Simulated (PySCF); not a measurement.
Delta-SCF ions had no search for a lower state. Excitations are Tamm–Dancoff values on a coarser integration grid. The basis has no diffuse functions, so Rydberg states are missing or too high.

H6B2N2, SMILES `NBBN` (N–B–B–N torsion 73°) (charge 0, multiplicity 1)

Computed with PySCF 2.14.0 with PBE-D3(BJ)/def2-TZVP // r2SCAN-D4/def2-TZVP.

The HOMO is -6.02 eV, the dipole moment comes out as 2.51 D and the HOMO–LUMO gap is 5.10 eV. The LUMO is -0.92 eV and the S1 excitation (TDA) is 5.41 eV. The S1 oscillator strength is 0.014 and the T1 excitation (TDA) comes out as 4.67 eV. The S1–T1 gap (TDA) is 0.74 eV and the vertical ionisation energy (Delta-SCF) is 9.36 eV. The total energy is -162.7214 Ha and the cost is roughly 90 core-seconds.

```xyz
10

N      1.7589     0.1318     0.4059
B      0.6173    -0.6448     0.6239
B     -0.8642    -0.3352    -0.1273
N     -1.6866     0.7396     0.2226
H      2.6538    -0.0654     0.8259
H      1.7823     0.9253    -0.2150
H      0.7651    -1.5725     1.3805
H     -1.2946    -1.0465    -1.0012
H     -2.5857     0.9123    -0.1994
H     -1.4589     1.4016     0.9476
```
